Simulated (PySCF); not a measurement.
Electron correlation in Cr²⁺ (chromium, charge +2)

[Ar] 3d3 4s1, high-spin 5F determinant (an excited configuration). Computed with PySCF 2.14 in x2c-TZVPPall with one added diffuse shell each of s, p, d, f type (7s6p5d3f1g, 80 functions), with the spin-free X2C one-electron Hamiltonian (Gaussian nucleus). Frozen: [Ar]; 4 electrons correlated.

```tsv
level	correlation energy (mhartree)
CCSD	-28.96
(T)	-0.18
CCSD(T)	-29.14
```

Diagnostics: T1 = 0.0039, D1 = 0.0076, largest double amplitude 0.015.

Problem. Is a single reference adequate?

Solution. Yes: T1 lies below 0.03 and no double amplitude reaches 0.07.
